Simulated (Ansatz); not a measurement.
Consider the formal exchange of groups at a B–Cl bond: `OBCl` + `C[SiH]1SS1` → `OB[SiH]1SS1` + `CCl`.

Computed with Ansatz on PBE0-D4/def2-TZVP structures; ΔE is electronic, products minus reactants. CBS: MP2 limit from def2 TZ/QZ plus the TZ coupled-cluster correction, frozen cores. This one scheme is used for every species. Functionals use def2-TZVPP. B3LYP here is the variant with VWN-RPA as its local correlation; programs differ in this. HSE06 is defined as in plane-wave codes. One conformer a species, not always the lowest.

Q: Is it downhill or uphill in electronic energy at CCSD(T)/CBS, and by how much? (Best estimate.)

A: Computed: Uphill: ΔE = +1.92 eV.

Q: What do these levels give: HSE06-D4, B3LYP, LC-ωPBE, SCS-MP2/def2-TZVPP, CCSD/def2-TZVPP, SCS-MP2/def2-QZVPP? (An estimate is asked.)

A: Ansatz gave: HSE06-D4 1.88, B3LYP 1.87, LC-ωPBE 1.93, SCS-MP2/def2-TZVPP 1.96, CCSD/def2-TZVPP 1.94, SCS-MP2/def2-QZVPP 1.96 eV.

Largest T1 diagnostic among the species: 0.015.

Leaving LDA and LC-ωPBE aside and taking each functional with its dispersion term where it has one, the values, not all of them listed here, spread over 0.19 eV, from revPBE-D4 to r2SCAN0-D4. LDA lies +0.10 eV from PBE without D4. From BLYP to BHLYP (50 % exact exchange), in def2-TZVPP and without D4, ΔE moves by +0.14 eV. At CCSD(T), def2-SVP lies +0.12 eV from the extrapolated value and def2-TZVPP +0.01 eV.
